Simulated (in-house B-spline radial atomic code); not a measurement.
**Cl⁴⁺: [Ne] 3s2 3p1**

Computed with an all-electron radial atomic-structure program (B-spline basis): non-relativistic M06-2X, spin-polarised, spherical fractional occupations, exact exchange averaged over the configuration, point nucleus.

Effective charges: Z_r = [3n² - l(l+1)]/(2<r>) from the radius, Z_e = n√(-2ε) from the energy, and Slater's rules. Values are occupation-weighted means over spin.

```
shell  electrons   ε (eV)  <r> (bohr)    Z_r    Z_e  Slater
   1s          2  -2860.8     0.09144  16.40  14.50   16.70
   2s          2  -331.84       0.443  13.54   9.88   12.85
   2p          6  -269.79      0.4038  12.38   8.91   12.85
   3s          2   -77.04       1.364   9.90   7.14    7.50
   3p          1   -64.46       1.438   8.69   6.53    7.50
```

The least bound orbital is 3p up at -64.46 eV, and it is also the most diffuse (<r> = 1.438 bohr).
